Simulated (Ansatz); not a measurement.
`B[B]([SiH3])[SnH3]`, relaxed with RKS PBE0-D4/def2-TZVP in Ansatz from a PBE-D4/def2-SVP geometry. The force threshold is 0.005 eV/Å; the program also tests the step.

Total charge 0; spin multiplicity 1. Sn takes the def2 core potential.

Start:

```xyz
12

B    -1.481    0.164    1.201
B    -0.127    0.511    0.468
Si    1.448    1.580   -0.131
Sn   -0.337   -1.567   -0.622
H    -1.518   -0.514    2.218
H    -2.557    0.430    0.681
H     0.991    2.260   -1.400
H     1.869    2.638    0.853
H     2.645    0.731   -0.470
H    -1.758   -2.514   -0.367
H     1.036   -2.492   -0.118
H    -0.211   -1.227   -2.314
```

Problem. How much energy does the relaxation release, and in how many steps? (Best estimate.)

Solution. Ansatz gave: 3.66 kJ/mol, in 11 steps, 1 of them rejected.

Problem. Which bonds change most? (Estimate.)

Solution. Ansatz gave: B2–Sn4 from 2.355 to 2.314 Å; Sn4–H11 from 1.731 to 1.708 Å; Sn4–H12 from 1.731 to 1.708 Å; B1–H6 from 1.224 to 1.202 Å.

Problem. Give the relaxed structure. (Estimate.)

Solution. Computed: 
```xyz
12

B    -1.470    0.205    1.197
B    -0.126    0.449    0.422
Si    1.425    1.566   -0.118
Sn   -0.308   -1.591   -0.655
H    -1.496   -0.422    2.222
H    -2.528    0.487    0.701
H     0.974    2.255   -1.362
H     1.798    2.593    0.891
H     2.631    0.758   -0.444
H    -1.720   -2.498   -0.343
H     1.046   -2.516   -0.178
H    -0.226   -1.284   -2.333
```
